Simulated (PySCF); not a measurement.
C₄H₈O₃Si, SMILES CC(=O)C[SiH2]C(=O)O at its GFN2-xTB optimised geometry (Å):

```
16

C      0.7645    -2.1546    -2.5970
C      0.8472    -0.6541    -2.6637
O      0.0480     0.0178    -3.2683
C      1.9525    -0.0326    -1.8541
Si     1.4618     0.0012     0.0000
C     -0.4571     0.0012     0.0000
O     -1.1473    -0.9873    -0.0463
O     -0.9634     1.2328     0.0000
H      0.2142    -2.5384    -3.4523
H      0.2071    -2.4079    -1.6943
H      1.7468    -2.6137    -2.5417
H      2.8820    -0.5836    -1.9806
H      2.1042     0.9902    -2.2006
H      1.9014    -1.2328     0.6551
H      1.9333     1.2228     0.6471
H     -1.9333     1.2203    -0.0858
```

Method: PySCF with CAM-B3LYP/def2-TZVP. Cells within 0.4 Å of a nucleus heavier than hydrogen are left out (blank, or x).

Map of the HOMO−1 amplitude (bohr^(-3/2)), clipped to [-0.25, 0.25] on the plane z = 0.0 Å; orbital energy -9.39 eV, overall sign arbitrary:

```
|4444444444444445555555555|
|4444444444444444555555555|
|4444444444444444555555555|
|4444444444444444555555555|
|4444444444444445555555555|
|4444444444444445555555555|
|4444444443444445555555555|
|4444444432344444555555555|
|44444444xxx54444555555555|
|444444456xx54444555555555|
|4444444567753333455555555|
|4444444456xx2223xx5555555|
|4444443334xx1223xx5555555|
|4444433213xx3223xx5555555|
|44444320xx764434455555555|
|44444320xx975444455555555|
|44444432xx976544455555555|
|4444444467765555555555555|
|4444444556665555555555555|
|4444444555555555555555555|
|4444445555555555555555555|
|4444445555555555555555555|
|4444455555555555555555555|
|4444555555555555555555555|
|4445555555555555555555555|
```
Scale: ten equal steps from -0.250 (start of '0') to 0.250 (end of '9'), in the order '0123456789'; x runs from -4.00 to 4.00, y from -4.00 (bottom) to 4.00 (top).
